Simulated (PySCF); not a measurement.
## Electron correlation in Se²⁺ (selenium, charge +2)

[Ar] 3d10 4s2 4p2, high-spin 3P determinant. Computed with PySCF 2.14 in cc-pVDZ-DK, with the spin-free X2C one-electron Hamiltonian (Gaussian nucleus). Frozen: [Ar] 3d10; 4 electrons correlated.

MP2 pair energies summed by pair of shells (mhartree):

| pair | energy | share (%) |
| --- | --- | --- |
| 4s-4p | -26.35 | 60.8 |
| 4s-4s | -12.68 | 29.2 |
| 4p-4p | -4.34 | 10.0 |

Total MP2 correlation energy: -43.37 mhartree.

Same-spin part -6.90 and opposite-spin part -36.47 mhartree; SCS-MP2 scales them by 1/3 and 6/5 to -46.06 mhartree.

```json
{"level": "CCSD", "correlation energy (mhartree)": "-59.90"}
{"level": "(T)", "correlation energy (mhartree)": "-0.54"}
{"level": "CCSD(T)", "correlation energy (mhartree)": "-60.44"}
```

Diagnostics: T1 = 0.0057, D1 = 0.0159, largest double amplitude 0.094.

Cost of the coupled-cluster step: 0.13 s of wall time on 1 thread of Neoverse-N1 (shared host), for 4 correlated electrons.

Iterations:

```
CC2 = 0
CCSD nocc = (np.int64(3), np.int64(1)), nmo = (13, 13)
frozen orbitals [[0, 1, 2, 3, 4, 5, 6, 7, 8, 9, 10, 11, 12, 13], [0, 1, 2, 3, 4, 5, 6, 7, 8, 9, 10, 11, 12, 13]]
max_cycle = 100
direct = 0
conv_tol = 1e-08
conv_tol_normt = 1e-06
diis_space = 8
diis_start_cycle = 0
Init t2, MP2 energy = -0.0433661145270423
Init E_corr(UCCSD) = -0.043366114531622
cycle = 1  E_corr(UCCSD) = -0.0549510739622154  dE = -0.0115849594  norm(t1,t2) = 0.0422541
cycle = 2  E_corr(UCCSD) = -0.0582206150713615  dE = -0.00326954111  norm(t1,t2) = 0.0148434
cycle = 3  E_corr(UCCSD) = -0.0599134267903943  dE = -0.00169281172  norm(t1,t2) = 0.00611678
cycle = 4  E_corr(UCCSD) = -0.0598978876656871  dE = 1.55391247e-05  norm(t1,t2) = 0.000900106
cycle = 5  E_corr(UCCSD) = -0.0599053594942223  dE = -7.47182854e-06  norm(t1,t2) = 0.000109252
cycle = 6  E_corr(UCCSD) = -0.0599030902347134  dE = 2.26925951e-06  norm(t1,t2) = 1.23295e-05
cycle = 7  E_corr(UCCSD) = -0.0599038217440251  dE = -7.31509312e-07  norm(t1,t2) = 2.06569e-06
cycle = 8  E_corr(UCCSD) = -0.0599036387341912  dE = 1.83009834e-07  norm(t1,t2) = 5.14239e-07
cycle = 9  E_corr(UCCSD) = -0.0599036481314988  dE = -9.39730756e-09  norm(t1,t2) = 7.91983e-08
UCCSD converged
E(UCCSD) = -2426.940258561204  E_corr = -0.05990364813149879
UCCSD(T) correction = -0.000539461290142686
```
